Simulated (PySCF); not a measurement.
SiFCl₂Br, SMILES [Si](Cl)(F)(Br)Cl. The structure is a stationary point at PBE-D3(BJ)/def2-SVP.

Computed with PySCF 2.14.0 with PBE-D3(BJ)/def2-SVP.

Harmonic wavenumbers (cm⁻¹): 129, 139, 204, 225, 252, 388, 573, 626, 906. Rotational constants (GHz): 1.757, 1.095, 0.8808; symmetry number 1.

Problem. Work out the zero-point energy and the ideal-gas rigid-rotor harmonic-oscillator thermochemistry at 298.15 K and 1 atm.

Solution. ZPE = ½ Σ hcν = ½ × 3442 cm⁻¹ = 4.92 kcal/mol. H − E(el) = 9.55 kcal/mol. Entropy in cal/(mol K): translation 41.75, rotation 29.63, vibration 13.57, total 84.95. G − E(el) = -15.78 kcal/mol. Cp = 21.24 cal/(mol K). Modes under 150 cm⁻¹ make the vibrational entropy uncertain.
